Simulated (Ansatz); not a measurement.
Consider the isomerisation: `FB1OC1[SiH2]Cl` → `F[Si@H](Cl)[C@H]1BO1`.

Isolated molecules relaxed with PBE0-D4/def2-TZVP in Ansatz; ΔE leaves out vibrations. CBS: MP2 limit from def2 TZ/QZ plus the TZ coupled-cluster correction, frozen cores. DFT in def2-TZVPP. B3LYP here is the variant with VWN-RPA as its local correlation; programs differ in this. One conformer a species, not always the lowest.

`FB1OC1[SiH2]Cl`:

```xyz
9

F    -0.489    1.963   -2.112
B    -0.074    1.429   -0.998
O     1.038    1.369   -0.284
C    -0.211    0.628    0.272
Si   -0.034   -1.220    0.357
Cl    1.149   -1.778    1.938
H    -0.594    1.132    1.160
H    -1.379   -1.811    0.558
H     0.593   -1.712   -0.891
```

`F[Si@H](Cl)[C@H]1BO1`:

Z-matrix (Å, degrees):
```
Si
Cl 1 2.040
C 1 1.844 2 107.8
F 1 1.590 2 107.6 3 -120.3
H 1 1.476 2 110.0 3 122.5
B 3 1.520 1 123.4 2 108.2
O 3 1.524 1 114.2 2 166.9
H 3 1.090 1 117.7 2 -59.0
H 6 1.182 3 157.3 1 -86.1
```

```tsv
level	ΔE (kJ/mol)	difference from CCSD(T)/CBS
PBE-D4	-19.2	11.3
r2SCAN-D4	-25.5	5.0
PBE0-D4	-21.1	9.4
B3LYP-D4	-24.4	6.1
ωB97X-V	-27.7	2.8
ωB97M-V	-27.8	2.7
B2PLYP	-26.4	4.1
PBE	-18.6	11.9
r2SCAN	-25.4	5.1
PBE0	-20.6	9.9
B3LYP	-23.3	7.2
HF/def2-TZVPP	-25.9	4.6
MP2/def2-TZVPP	-29.1	1.4
SCS-MP2/def2-TZVPP	-28.7	1.8
CCSD/def2-TZVPP	-26.1	4.4
CCSD(T)/def2-TZVPP	-25.8	4.7
HF/def2-QZVPP	-27.5	3.0
MP2/def2-QZVPP	-32.4	-1.9
SCS-MP2/def2-QZVPP	-31.7	-1.2
HF/CBS(def2)	-27.8	2.7
MP2/CBS(def2)	-33.8	-3.3
CCSD/CBS(def2)	-30.9	-0.4
CCSD(T)/CBS	-30.5	0
```

Largest T1 diagnostic among the species: 0.014.
